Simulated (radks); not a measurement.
Effect of the nuclear size on the rhenium ion Re73+, [He]. All-electron calculation, Dirac Kohn-Sham, exchange-only LDA, spin-unpolarised, spherical densities, finite nucleus; Fermi nuclear charge, rms radius 5.3698 fm. Program: a radial shooting solver on a logarithmic mesh with Libxc functionals. The rms radius is varied about that value; shifts are against it.

| rms radius (fm) | total energy shift (eV) | density at nucleus (e/bohr^3) | 1s1/2 shift (meV) | 2s1/2 (empty) shift (meV) | 2p1/2 (empty) shift (meV) |
|---|---|---|---|---|---|
| 4.2958 | -19.9 | 1.402e+06 | -9780 | -1570 | -74.5 |
| 5.0315 | -6.59 | 1.325e+06 | -3230 | -518 | -24.6 |
| 5.3698 | 0 | 1.295e+06 | 0.000 | 0.000 | 0.000 |
| 5.7725 | 8.21 | 1.262e+06 | 4020 | 645 | 30.7 |
| 6.2129 | 17.6 | 1.229e+06 | 8640 | 1380 | 66.0 |

Slopes of the eigenvalues against <r^2> in GHz/fm^2, as finite differences over the two radii next to the reference (eigenvalue slopes, not the field-shift constants of lines): 1s1/2 219000, 2s1/2 (empty) 35100, 2p1/2 (empty) 1670.
